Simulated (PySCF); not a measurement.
C₂H₅ClO₂Si, SMILES O=C(O[SiH2]Cl)C. Atoms are numbered in the order given.

```xyz
11

Si     1.1489    -0.4053    -0.4681
Cl     1.7212     1.0895     0.8170
O     -0.4645    -0.1811    -0.9511
C     -1.4577    -0.3932    -0.0608
C     -2.8111    -0.1582    -0.6529
O     -1.2303    -0.7278     1.0705
H      1.3363    -1.7301     0.1646
H      1.9047    -0.2578    -1.7324
H     -2.8804     0.8826    -1.0019
H     -3.5859    -0.3598     0.0944
H     -2.9488    -0.8029    -1.5331
```

The structure is a stationary point at PBE0-D3(BJ)/def2-SVP. One conformer was computed; it need not be the lowest.

Two levels are set side by side: PBE/pcSseg-1 (PySCF) and B3LYP/pcSseg-1 (PySCF). GIAO shifts against H2O (¹⁷O), HCl (³⁵Cl), TMS (²⁹Si), TMS (¹H), TMS (¹³C) at the same level; non-relativistic, no solvent, atoms listed together averaged. Without spin–orbit terms, shifts of atoms bonded to Cl or Br come out too high at both levels. Differences are taken from unrounded values.

| quantity | B3LYP |
|---|---|
| δ(²⁹Si) of Si1 (ppm) | -16.3 |
| δ(³⁵Cl) of Cl2 (ppm) | 28.4 |
| δ(¹⁷O) of O3 (ppm) | 235.6 |
| δ(¹³C) of C4 (ppm) | 178.6 |
| δ(¹³C) of C5 (ppm) | 24.7 |
| δ(¹⁷O) of O6 (ppm) | 484.0 |

What does PBE give, and how far is it from B3LYP? (Estimate from the structure and the level; the computed values follow.)


| quantity | PBE | PBE minus B3LYP |
|---|---|---|
| δ(²⁹Si) of Si1 (ppm) | -12.5 | 3.8 |
| δ(³⁵Cl) of Cl2 (ppm) | 45.3 | 16.9 |
| δ(¹⁷O) of O3 (ppm) | 246.6 | 11.0 |
| δ(¹³C) of C4 (ppm) | 174.0 | -4.5 |
| δ(¹³C) of C5 (ppm) | 23.9 | -0.8 |
| δ(¹⁷O) of O6 (ppm) | 479.9 | -4.1 |

Rough cost on one machine, each run with all the roots and properties that it gave: B3LYP against PBE within a factor of 2.
